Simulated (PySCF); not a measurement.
Isomers C₅H₁₁BO₃:

A. SMILES CC(C)OB1OCCO1
B. SMILES CO[C@H]1C[C@@H](B(O)O)C1
C. `C=COB(O)OC(C)C`
D. SMILES CC(C)[C@H]1COB(O)O1

Spectrum 1. 1H NMR (500 MHz, computed): δ 4.15 (sept, 1H), 4.12 (s, 4H), 1.15 (d, 6H). 13C{1H} NMR (computed): δ 68.0 (CH), 67.0 (CH2), 25.2 (CH3).

Spectrum 2. 1H NMR (500 MHz, computed): δ 6.23 (m, 1H), 5.72 (m, 1H), 4.49 (m, 1H), 4.37 (sept, 1H), 2.94 (br s, 1H), 1.26 (d, 6H). 13C{1H} NMR (computed): δ 153.0 (CH), 102.6 (CH2), 67.4 (CH), 25.3 (CH3).

Spectrum 3. 1H NMR (500 MHz, computed): δ 4.11 (m, 1H), 3.69 (m, 1H), 3.67 (m, 1H), 3.01 (br s, 1H), 1.21 (m, 1H), 1.14 (m, 3H), 0.65 (d, 3H). 13C{1H} NMR (computed): δ 84.2 (CH), 73.6 (CH2), 37.8 (CH), 21.3 (CH3), 18.1 (CH3).

Spectrum 4. 1H NMR (500 MHz, computed): δ 3.66 (br s, 2H), 3.42 (m, 1H), 3.10 (s, 3H), 2.08 (m, 2H), 1.62 (m, 2H), 1.06 (m, 1H). 13C{1H} NMR (computed): δ 73.0 (CH), 54.8 (CH3), 32.8 (CH2), 10.9 (CH).

No relativistic terms, no solvent, a single conformation, averaged over atoms made equivalent by symmetry, fast rotation or ring inversion. σ from GIAO-PBE0/pcSseg-1; structure optimised with PBE0-D3(BJ)/def2-SVP; PySCF 2.14.0 with density-fitted response routines.

Chemical shifts δ = σref − σ; 1H and 13C vs TMS, all at this level. Where no couplings were computed, multiplicities follow the n + 1 count of equivalent neighbours, and m marks all less simple cases (inequivalent or close neighbours, rings, F or P nearby). Carbons bonded to boron are broad in practice. Shifts are as computed. Against solution values, carbons near 30 ppm lie about +2 ppm off and those near 130 ppm about +5 ppm. Of 1309 compounds with measured shifts, 239 miss one by over three times the rms of a fit or turn the order of signals round; such compounds aren't used in these exercises. OH and NH positions are gas-phase values without hydrogen bonding to other molecules.

Task: Which spectrum belongs to which compound?

Result: 1–A, 2–C, 3–D, 4–B.

- Spectrum 1 (A): 3 13C signals; δC 68.0 is an sp3 CH bonded to O; δC 67.0 is an sp3 CH2 bonded to O.
- Spectrum 2 (C): 4 13C signals; δC 153.0 is an alkene carbon bearing oxygen; δC 102.6 is a β carbon of an enol-ether or enamine type C=C.
- Spectrum 3 (D): 5 13C signals; δC 84.2 is an sp3 CH bonded to O; δC 73.6 is an sp3 CH2 bonded to O.
- Spectrum 4 (B): 4 13C signals; δC 73.0 is an sp3 CH bonded to O; δC 54.8 is a methyl carbon bonded to O.
